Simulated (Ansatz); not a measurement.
Relaxation of ClH₅W (7 atoms, charge 0, multiplicity 1), to a largest force component of 0.03 eV/Å in at most 50 steps.

Method: RKS revPBE-D4/def2-SVP in Ansatz.

```xyz
7
Properties=species:S:1:pos:R:3:forces:R:3
W -0.223 -0.351 -0.223 0.62 0.22 0.62
H 0.105 -0.016 1.414 0.09 -0.11 -0.70
H 1.414 -0.016 0.105 -0.70 -0.11 0.09
H 0.199 1.226 0.199 0.00 -0.01 0.00
H -1.454 0.512 0.576 0.00 0.00 0.00
Cl 0.283 -2.538 0.283 0.00 0.00 0.00
H 0.576 0.512 -1.454 0.00 0.00 0.00
```

**Question.** Where does it end, and by what steps?

**Answer.** It converged. After 3 steps the energy has fallen by 0.051 eV; H2 moved furthest, 0.09 Å.

```tsv
step	energy less start (eV)	largest force component (eV/Å)	accepted
0	0.0000	0.701	yes
1	0.0009	0.388	no
2	-0.0510	0.057	yes
3	-0.0512	0.019	yes
```

```xyz
7
Properties=species:S:1:pos:R:3
W -0.224 -0.346 -0.224
H 0.167 -0.014 1.350
H 1.350 -0.014 0.167
H 0.200 1.230 0.200
H -1.459 0.505 0.584
Cl 0.280 -2.534 0.280
H 0.584 0.505 -1.459
```

The run took 5.2 s on 2 threads of Arm Neoverse V2, with other jobs on the host, peak memory 0.14 GiB.
